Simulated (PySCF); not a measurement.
AgF₃: from structure and modes to constants

Level of theory: PySCF, B3LYP, basis Ag def2-SVP with ECP28, F def2-SVP (scalar-relativistic core potentials, no spin–orbit coupling, density fitting).

The singlet minimum has C2v symmetry. Masses (u): Ag 106.90509, F 18.99840.

```xyz
4
charge 0 multiplicity 1, angstrom
Ag    0.0000    0.0000   -0.1832
F     0.0000    0.0000    1.7180
F     1.8805    0.0000   -0.3397
F    -1.8805    0.0000   -0.3397
```

Harmonic wavenumbers (cm⁻¹): 165.1 (b2, ×1), 171.1 (b1, ×1), 215.2 (a1, ×1), 564.7 (a1, ×1), 567.7 (a1, ×1), 668.0 (b2, ×1).

Question: Find the principal moments of inertia and the rotational constants. What kind of rotor is it?

Answer: About the centre of mass I = 64.047, 134.36, 198.41 u Å². With B = 16.8576/I this gives 0.2632, 0.1255, 0.08496 cm⁻¹. The molecule is an asymmetric top with κ = -0.55.

Question: What is the harmonic zero-point energy?

Answer: Half the sum of all 6 wavenumbers, 2352/2 = 1176 cm⁻¹, which is 14.1 kJ/mol (1 cm⁻¹ = 0.0119627 kJ/mol).

Question: Find the vibrational entropy and heat capacity at 298.15 K.

Answer: With u = 1.43878 ω/T, each mode gives S = R[u/(eᵘ−1) − ln(1−e⁻ᵘ)] and C = R u² eᵘ/(eᵘ−1)².
```
ω (cm⁻¹)      u  S (J/(mol K))  C (J/(mol K))
   165.1  0.797          10.42           7.89
   171.1  0.826          10.14           7.86
   215.2  1.038           8.37           7.61
   564.7  2.725           2.15           4.63
   567.7  2.740           2.13           4.61
   668.0  3.223           1.45           3.73
```
The sums over all modes are S = 34.7 and C = 36.3 J/(mol K); the softest mode gives 30 % of the entropy.

Question: Give the standard entropy (298.15 K, 1 bar) by its translational, rotational, vibrational and spin parts, and Cp.

Answer: Sackur–Tetrode with M = 163.90 u gives 172.5; rotation with symmetry number 2 gives 102.4; vibration 34.7; spin R ln 1 = 0.0. The total is 309.5 J/(mol K), and Cp = 4 R + 36.3 = 69.6 J/(mol K).

Only a few start shapes were tried, so a lower isomer may exist.
